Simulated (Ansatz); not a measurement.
This geometry of CH₈ClNSi₂ (13 atoms, charge 0, multiplicity 1) is a first-order saddle point.

Computed with RKS PBE0-D4/cc-pVDZ in Ansatz 0.2.0.

```xyz
13
Properties=species:S:1:pos:R:3
N -0.185 2.181 1.063
C -0.660 1.045 0.327
Si 0.659 -0.339 0.332
Si 0.117 -2.129 -1.093
Cl -0.278 -1.297 -2.989
H -0.642 2.485 1.905
H 0.620 2.696 0.750
H -1.565 0.648 0.815
H -0.965 1.284 -0.711
H 1.962 0.233 -0.150
H 0.863 -0.851 1.730
H 1.220 -3.126 -1.278
H -1.124 -2.864 -0.685
```

Which two structures does it join? (They come from a converged band through this point; their orientation in space is the band's.)

No bond is made or broken. The height of N1 over the plane of its neighbours goes from -0.40 to 0.40 Å.

First end point:

```xyz
13
Properties=species:S:1:pos:R:3
N -0.132 2.099 1.229
C -0.627 0.967 0.451
Si 0.726 -0.366 0.380
Si 0.103 -2.072 -1.109
Cl -0.323 -1.157 -2.956
H -0.876 2.786 1.356
H 0.594 2.582 0.700
H -1.486 0.516 0.978
H -0.978 1.198 -0.576
H 2.005 0.237 -0.128
H 0.979 -0.952 1.738
H 1.180 -3.082 -1.356
H -1.143 -2.790 -0.690
```

Last end point:

```xyz
13
Properties=species:S:1:pos:R:3
N -0.382 2.270 1.074
C -0.703 1.083 0.281
Si 0.645 -0.272 0.301
Si 0.116 -2.115 -1.055
Cl -0.362 -1.349 -2.955
H -0.198 2.000 2.041
H 0.490 2.682 0.740
H -1.655 0.657 0.639
H -0.890 1.383 -0.763
H 1.940 0.314 -0.189
H 0.864 -0.741 1.715
H 1.245 -3.082 -1.240
H -1.089 -2.865 -0.573
```

How far does it lie above each of them?

0.238 eV above the first and 0.249 eV above the second. This is the barrier of this one path; another mechanism may lie lower.

Time of the run: 4.5 min on 2 threads of Intel(R) Xeon(R) Platinum 8488C (Sapphire Rapids), with other jobs on the host, peak memory 0.36 GiB.
